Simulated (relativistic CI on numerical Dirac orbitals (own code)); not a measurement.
Slater and spin-orbit integrals, Te XIV

Calculated at this level of theory: Dirac-Coulomb-Breit CI, KLI orbitals optimised for each configuration, QED by a radiative potential, unscaled Slater integrals (own radial code, finite nucleus).

Slater integrals F^k, G^k are unscaled and averaged over j, outside the closed core [Ar] 3d10; ζ comes from projecting the Hamiltonian with its Breit term on Σ l·s of the shell.

- 4s²4p⁶4d³: F^2(4d,4d) = 124450, F^4(4d,4d) = 84093, ζ(4d) = 6391 cm⁻¹; <r>(4d) = 0.8179, <r^2>(4d) = 0.7646 (bohr units).
- 4s²4p⁵4d⁴: ζ(4p) = 60851, F^2(4d,4d) = 124540, F^4(4d,4d) = 84153, F^2(4p,4d) = 129450, G^1(4p,4d) = 164100, G^3(4p,4d) = 103500, ζ(4d) = 6383.2 cm⁻¹; <r>(4p) = 0.7602, <r^2>(4p) = 0.653, <r>(4d) = 0.8171, <r^2>(4d) = 0.7632 (bohr units).
- 4s²4p⁶4d²4f: F^2(4d,4d) = 124520, F^4(4d,4d) = 84127, ζ(4d) = 6431.9, F^2(4d,4f) = 117250, F^4(4d,4f) = 76865, G^1(4d,4f) = 137640, G^3(4d,4f) = 89060, G^5(4d,4f) = 63798, ζ(4f) = 367.38 cm⁻¹; <r>(4d) = 0.8173, <r^2>(4d) = 0.7637, <r>(4f) = 0.8965, <r^2>(4f) = 0.928 (bohr units).

Give the Racah parameters of the d shell in 4s²4p⁶4d³.

B = F²/49 − 5F⁴/441 = 1586 cm⁻¹ and C = 35F⁴/441 = 6674 cm⁻¹.

Averages of the first 10 configurations, taken without configuration mixing, which lowers the lowest level and can move excited configurations by several eV; other configurations of the list can lie among them:

```
Configuration  Parity  States  Average energy above the lowest level (eV)
    4s²4p⁶4d³    even     120                                         6.7
    4s²4p⁵4d⁴     odd    1260                                        90.8
  4s²4p⁶4d²4f     odd     630                                        96.8
     4s4p⁶4d⁴    even     420                                       151.1
  4s²4p⁶4d²5s    even      90                                        95.1
  4s²4p⁶4d²5p     odd     270                                       115.6
 4s²4p⁶4d4f5s     odd     280                                       186.4
   4s4p⁶4d³4f     odd    3360                                       240.2
  4s²4p⁶4d²5d    even     450                                       146.8
 4s²4p⁶4d5s5p     odd     120                                       207.5
```
